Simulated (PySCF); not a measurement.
Computed Raman spectrum (relative Raman activity) of a molecule C₂H₃ClF₂Si. Coordinates come from a PBE0-D3(BJ)/def2-SVP optimisation. Other conformers were not sampled. All values below come from PBE0-D3(BJ)/def2-SVP run with PySCF 2.14.0. Frequencies are harmonic and unscaled.

Lines under 2 % of the strongest are left out, and lines within 2 cm⁻¹ are merged.

ν (cm⁻¹): 158 (vw), 427 (vw), 545 (w), 627 (w), 768 (w), 781 (vw), 830 (w), 843 (w), 1050 (w), 1259 (w), 1380 (w), 1725 (m), 2322 (vs), 3203 (s), 3224 (vs) (against the strongest line: vs over 80 %, s over 45 %, m over 15 %, w over 4 %, vw less)

Q: Which structure fits?
A. F/C([SiH3])=C(\F)Cl
B. F/C=C(/Cl)[SiH2]F
C. F/C=C\[Si@H](F)Cl
D. F[SiH2]/C(F)=C\Cl

A: C, F/C=C\[Si@H](F)Cl
